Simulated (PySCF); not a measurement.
Species: C4H5BO2.
Numbering: `[CH2:1]=[CH:2][C:3]1=[CH:4][O:5][BH:6][O:7]1` (hydrogens: H8, H9 on C1; H10 on C2; H11 on C4; H12 on B6)

Method: PBE0-D3(BJ)/def2-SVP geometry optimisation, gas phase (PySCF 2.14.0); density fitting, grid level 1; the optimiser is geomeTRIC in internal coordinates, started from a GFN2-xTB structure with every atom displaced at random (about 0.01 Å).

Step 0: E = -8984.1547 eV
```
atom  x, y, z in Å  |  force x, y, z in eV/Å
C1     -2.0890   -0.4416    0.7280   -1.783   1.076  -0.662
C2     -1.3441    0.2862   -0.0973    0.658  -0.330   0.206
C3      0.0783    0.1702   -0.1549    2.257   0.659  -0.751
C4      1.0360    0.8207   -0.9207   -2.746  -0.879   1.017
O5      2.2496    0.3792   -0.6332    1.289  -0.027   0.050
B6      2.0917   -0.5521    0.3604    0.105  -0.084  -0.029
O7      0.7820   -0.6992    0.6652   -1.023   0.083  -0.018
H8     -1.6677   -1.1250    1.4020    0.761  -1.194   1.075
H9     -3.1806   -0.2966    0.7545    0.305  -0.133  -0.008
H10    -1.7562    1.0089   -0.7754   -0.435   0.465  -0.436
H11     0.8766    1.5661   -1.6642    0.091   0.665  -0.699
H12     2.9632   -1.1450    0.8706    0.521  -0.303   0.255
```

**Question.** Estimate the geometry and energy of step 1. (The exact step hangs on the optimiser's Hessian estimate; all steps are aligned on step 0, rigid shifts and turns removed.)

**Answer.** E = -8984.2679 eV, largest force 1.022 eV/Å
```
atom  x, y, z in Å  |  force x, y, z in eV/Å
C1     -2.1151   -0.4513    0.7011    0.202  -0.294   0.389
C2     -1.3235    0.3400   -0.0301   -0.041   0.265  -0.161
C3      0.1185    0.2511   -0.0856   -0.630  -0.611  -0.273
C4      0.9850    0.7635   -0.9802    0.782   0.488   0.443
O5      2.2518    0.3180   -0.6895   -0.198  -0.091  -0.126
B6      2.1071   -0.5482    0.3718   -0.094   0.088  -0.104
O7      0.7837   -0.6167    0.7403    0.211   0.152   0.067
H8     -1.6864   -1.2281    1.3556   -0.121   0.227  -0.201
H9     -3.2004   -0.3507    0.6822   -0.049   0.042  -0.027
H10    -1.7570    1.1109   -0.6804    0.017  -0.093   0.053
H11     0.8779    1.5282   -1.7477   -0.087  -0.157  -0.058
H12     2.9981   -1.1450    0.8977    0.008  -0.014  -0.003
```

The energy changes by -0.1132 eV. The first-order estimate −F·Δx gives -0.4171 eV and the mean of the old and new forces, exact on a quadratic surface, -0.1210 eV. The step makes an angle of 76° with the force vector and moves no atom by more than 0.139 Å.

The cost below is that of the whole optimisation. Hardware: Arm Neoverse N1, one thread, on a shared host. Cost: 66 s wall, 0.52 GiB resident at most.
